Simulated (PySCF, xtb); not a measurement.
C3H4N2O, SMILES N1=CN=COC1.

GFN2-xTB in xtb at its own geometry gives an orbital gap of 2.75 eV and a dipole moment of 1.43 D.

The structure is a stationary point at B3LYP-D3(BJ)/def2-SVP. Other conformers were not sampled.

Question: What does B3LYP/def2-TZVP (PySCF) give? (The exact figures need the calculation; the answer reports its results.)

Answer: gap 5.40 eV (levels -7.17 and -1.77 eV), dipole 1.50 D.
